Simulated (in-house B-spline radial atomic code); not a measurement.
How numerical settings move a run on Yb2+, [Xe] 4f14. Computed with a B-spline radial code for spherical atoms: scalar-relativistic (X2C) LDA VWN5, spin-polarised, spherical fractional occupations, Fermi nucleus of rms radius 5.3108 fm.

Command:
```bash
python run_scf.py task.json out
```
Settings of the sound reference run:
```
Z                70
electrons        68
configuration    [Xe] 4f14
hamiltonian      x2c
method           lda,vwn
spin_polarised   True
nucleus          fermi
rms_radius       5.3108
mass_number      174
atomic_mass      173.9389
speed_of_light   137.036
knot_spacing     0.22
spline_order     8
gauss_points     12
box_radius       22.22
max_iterations   70
damping          0.5
damped_steps     3
diis_vectors     10
tolerance        1e-08
start            Thomas-Fermi
```

Cost of the run: 0.21 s on 1 thread of Intel(R) Xeon(R) 6975P-C, with other jobs on the host.

It converges in 11 iterations to -14049.770178 hartree, with 4f up at -17.9598 eV. The other runs change the listed settings, some to values that make no sense; their results aren't properties of the atom or ion. Radii are in bohr (the nuclear one in fm), a minus after a letter asks for a j subshell, and «unchanged» means within 1e-8 hartree. The run stops when the residual is below 10 × tolerance × max(1, Z/10), or a noise floor if that is larger, and the energy moves by less than 1e-8 × √|E| hartree; so very loose and very tight tolerances often act alike.

```tsv
changed settings	outcome
spline_order = 3	converged in 12 iterations, energy +4.84e-01 hartree from the reference, 4f up level -5.4e-02 eV
electrons = 69, configuration = [Xe] 4f14 6p-1, max_iterations = 50	stopped with error: j subshells need the Dirac Hamiltonian and l > 0
diis_vectors = 0	not converged after 70 iterations, last residual 4.7e-01, last energy +8.05e+00 hartree from the reference
spline_order = 4	converged in 11 iterations, energy +9.71e-03 hartree from the reference, 4f up level -1.4e-03 eV
diis_vectors = 2	converged in 17 iterations, energy unchanged, 4f up level +3.7e-05 eV
spline_order = 10	converged in 11 iterations, energy -8.90e-08 hartree from the reference
hamiltonian = dirac, method = hf	stopped with error: spin polarisation is not served with the Dirac Hamiltonian
spline_order = 5, max_iterations = 60, damping = 0, damped_steps = 0	converged in 10 iterations, energy +3.54e-04 hartree from the reference, 4f up level -2.7e-05 eV
diis_vectors = 20	converged in 11 iterations, energy unchanged
first_knot = 1.43e-05, max_iterations = 75, damping = 0, diis_vectors = 1	not converged after 75 iterations, last residual 4.6e+00, last energy +2.58e+02 hartree from the reference
max_iterations = 2	not converged after 2 iterations, last residual 7.8e-01, last energy +4.15e+01 hartree from the reference
max_iterations = 8	not converged after 8 iterations, last residual 2.7e-03, last energy +2.66e-04 hartree from the reference
spline_order = 6	converged in 11 iterations, energy +2.04e-05 hartree from the reference, 4f up level -3.7e-06 eV
spline_order = 5	converged in 11 iterations, energy +3.54e-04 hartree from the reference, 4f up level -5.5e-05 eV
gauss_points = 5, max_iterations = 60, damping = 0.95, damped_steps = 0	converged in 10 iterations, energy -1.76e-07 hartree from the reference, 4f up level +2.8e-05 eV
```

What happens with diis_vectors = 4?

Converged in 12 iterations, energy unchanged, 4f up level +1.1e-05 eV.

What happens with diis_vectors = 1?

Not converged after 70 iterations, last residual 4.4e+00, last energy +6.42e+02 hartree from the reference.

What happens with knot_spacing = 0.1, first_knot = 1.43e-05, max_iterations = 75, damped_steps = 0?

Converged in 9 iterations, energy +1.08e-07 hartree from the reference, 4f up level +1.8e-04 eV.

What happens with max_iterations = 75, damped_steps = 0, start = bare nucleus?

Converged in 13 iterations, energy unchanged, 4f up level +8.9e-07 eV.
